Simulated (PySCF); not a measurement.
## Electronic structure of Cu²⁺ (copper, charge +2) at the UHF level

Configuration: [Ar] 3d9, 2D determinant. All numbers are calculated (PySCF 2.14, the non-relativistic Hamiltonian (point nucleus), in 6-31G*).

```
Total energy                                                  : -1637.788881 hartree
One-electron energy                                           : -2262.3413 hartree
Hartree (Coulomb) energy                                      : 689.8614 hartree
Exchange energy                                               : -65.3089 hartree
Kinetic energy                                                : 1637.68243 hartree
⟨S²⟩                                                          : 0.7505
⟨L²⟩                                                          : 6.005
Sum of ⟨r⟩                                                    : 15.80 bohr
Sum of ⟨r²⟩                                                   : 14.70 bohr²
Traceless quadrupole moment −½Σ⟨3z² − r²⟩ along its main axis : -0.305 e·bohr²
Density at the nucleus (Gaussians lack the cusp)              : 15600 bohr⁻³
Spin density at the nucleus                                   : 0.0354 bohr⁻³
Langevin diamagnetic susceptibility                           : -11.6 ×10⁻⁶ cm³/mol
Time after the integrals                                      : 0.08 s of wall time on 1 thread of Neoverse-V2 (shared host)
```

| shell | electrons | mean orbital energy (hartree) | spread (hartree) | rms radius, mean of both spins (bohr) |
| --- | --- | --- | --- | --- |
| 1s α | 1 | -329.73998 | 0 | 0.0612 |
| 1s β | 1 | -329.73941 | 0 | 0.0612 |
| 2s α | 1 | -41.82118 | 0 | 0.258 |
| 2s β | 1 | -41.77996 | 0 | 0.258 |
| 2p α | 3 | -36.62059 | 0.04587 | 0.230 |
| 2p β | 3 | -36.58073 | 0.00110 | 0.230 |
| 3s α | 1 | -6.02288 | 0 | 0.772 |
| 3s β | 1 | -5.91931 | 0 | 0.772 |
| 3p α | 3 | -4.33784 | 0.09037 | 0.816 |
| 3p β | 3 | -4.21310 | 0.05563 | 0.816 |
| 3d α | 5 | -1.46664 | 0.10529 | 1.00 |
| 3d β | 4 | -1.40591 | 0.08110 | 1.00 |
